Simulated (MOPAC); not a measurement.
A run for MOPAC: PM7 on AlIn, 2S+1 = 3, a spin state set in the input, which need not be the lowest, a point of a bond scan (R = 2.682 Å).

```
PM7 1SCF PRECISE CHARGE=0 UHF MS=1 THREADS=1
AlIn

Al     0.00000000 1     0.00000000 1     0.00000000 1
In     0.00000000 1     0.00000000 1     2.68226100 1
```

The log:

```
*******************************************************************************
 **                                                                           **
 **                              MOPAC v23.2.5                                **
 **                                                                           **
 *******************************************************************************
 ** MOPAC's Digital Object Identifier: https://doi.org/10.5281/zenodo.6511958 **
 **                                                                           **
 ** Please cite the open-source release paper for use of this MOPAC version:  **
 ** J. E. Moussa and J. J. P. Stewart (2026)                                  **
 ** MOPAC: An open-source semiempirical molecular orbital program             **
 ** J. Open Source Softw., 11(119), 8025, https://doi.org/10.21105/joss.08025 **
 *******************************************************************************

                              PM7 CALCULATION RESULTS

 *******************************************************************************
 *  PM7        - The PM7 Hamiltonian to be used
 *  UHF        - UNRESTRICTED HARTREE-FOCK CALCULATION
 *
 *
 *
 *                 CHARGE ON SYSTEM = 0
 *
 *
 *
 *  MS=        - IN MECI, MAGNETIC COMPONENT OF SPIN =  1.0
 *  PRECISE    - TIGHTER CRITERIA TO BE USED
 *  1SCF       - DO 1 SCF AND THEN STOP
 *  THREADS=1  - MULTI-THREADING NOT USED
 *  T=         - A TIME OF 172800.0 SECONDS REQUESTED
 *  DUMP=N     - RESTART FILE WRITTEN EVERY 7200.0 SECONDS REQUESTED
 *******************************************************************************
PM7 1SCF PRECISE CHARGE=0 UHF MS=1 THREADS=1
 AlIn

   ATOM   CHEMICAL          X               Y               Z
  NUMBER   SYMBOL      (ANGSTROMS)     (ANGSTROMS)     (ANGSTROMS)

     1      Al          0.00000000  *   0.00000000  *   0.00000000  *
     2      In          0.00000000  *   0.00000000  *   2.68226100  *



          CARTESIAN COORDINATES

    NO.       ATOM           X           Y           Z

     1        Al          0.0000      0.0000      0.0000
     2        In          0.0000      0.0000      2.6823

 General Reference for PM7:
 "Optimization of Parameters for Semiempirical Methods VI: More Modifications to the
 NDDO Approximations and Re-optimization of Parameters", J. J. P. Stewart, J. Mol. Mod., 1:32, 19 (2013)
 https://link.springer.com/article/10.1007/s00894-012-1667-x

           Empirical Formula: Al In  =     2 atoms



      MOLECULAR POINT GROUP   :   C*v


          UHF CALCULATION, NO. OF ALPHA ELECTRONS =    4
                           NO. OF BETA  ELECTRONS =    2

 -------------------------------------------------------------------------------
 PM7 1SCF PRECISE CHARGE=0 UHF MS=1 THREADS=1
 AlIn



     1SCF WAS SPECIFIED, SO BFGS WAS NOT USED
     SCF FIELD WAS ACHIEVED


                              PM7 CALCULATION
                                                       MOPAC v23.2.5 Linux




          FINAL HEAT OF FORMATION =        122.29403 KCAL/MOL =     511.67822 KJ/MOL


          COSMO AREA              =        106.86 SQUARE ANGSTROMS
          COSMO VOLUME            =         95.46 CUBIC ANGSTROMS

          IONIZATION POTENTIAL    =         11.283096 EV
          ALPHA SOMO LUMO (EV)    =        -12.673 -3.054
          BETA  SOMO LUMO (EV)    =        -11.283 -5.025
          NO. OF ALPHA ELECTRONS  =          4
          NO. OF BETA  ELECTRONS  =          2
          MOLECULAR WEIGHT        =        141.8015         POINT GROUP:  C*v

          MOLECULAR DIMENSIONS (Angstroms)

            Atom       Atom       Distance
           In     2   Al     1     2.68226
           In     2   Al     1     0.00000
           Al     1   In     2     0.00000


          SCF CALCULATIONS        =          1





   ATOM   CHEMICAL          X               Y               Z
  NUMBER   SYMBOL      (ANGSTROMS)     (ANGSTROMS)     (ANGSTROMS)

     1      Al          0.00000000  *   0.00000000  *   0.00000000  *
     2      In          0.00000000  *   0.00000000  *   2.68226100  *

                             CARTESIAN COORDINATES

   1   Al        0.000000000     0.000000000     0.000000000
   2   In        0.000000000     0.000000000     2.682261000


           Empirical Formula: Al In  =     2 atoms



      MOLECULAR POINT GROUP   :   C*v


          ALPHA EIGENVALUES
 -14.41530 -13.09124 -13.09124 -12.67321  -3.05356  -0.84616  -0.84616  -0.78791
  16.63858  16.63858  17.41517  17.41517  17.75841


           BETA EIGENVALUES
 -15.43430 -11.28310  -5.02547  -5.02547  -1.01632  -0.58078  -0.58078  -0.11107
  18.70820  18.70820  18.84192  18.84192  19.35142


              NET ATOMIC CHARGES AND DIPOLE CONTRIBUTIONS

  ATOM NO.   TYPE          CHARGE      No. of ELECS.   s-Pop       p-Pop       d-Pop
    1         Al          -0.951603        3.9516     0.25611     3.66892     0.02658
    2         In           0.951603        2.0484     1.62374     0.42466
 DIPOLE           X         Y         Z       TOTAL
 POINT-CHG.     0.000     0.000    12.260    12.260
 HYBRID         0.000     0.000    -4.482     4.482
 SUM            0.000     0.000     7.778     7.778


          ATOMIC ORBITAL ELECTRON POPULATIONS

     Atom    s        px        py        pz      x^2-y^2     xz        z^2       yz        xy
    1 Al   0.25611   0.99179   0.99179   1.68534   0.00000   0.00139   0.02380   0.00139   0.00000
    2 In   1.62374   0.00682   0.00682   0.41101


                    (SZ)    =    1.000000
                    (S**2)  =    2.737367


          ATOMIC ORBITAL SPIN POPULATIONS

    Atom   Total    s     px     py     pz   x^2-y^2  xz     z^2    yz     xy
         Atomic
    1 Al  2.1279  0.241  0.992  0.992 -0.118  0.000  0.001  0.018  0.001  0.000
    2 In -0.1279  0.056  0.007  0.007 -0.197

 **********************
 *                    *
 * JOB ENDED NORMALLY *
 *                    *
 **********************




 == MOPAC DONE ==
```

The run finished. Its determinant has ⟨S²⟩ = 2.74, a mixture of spin states.

Cost: about 0.05 core-seconds (a rough figure).
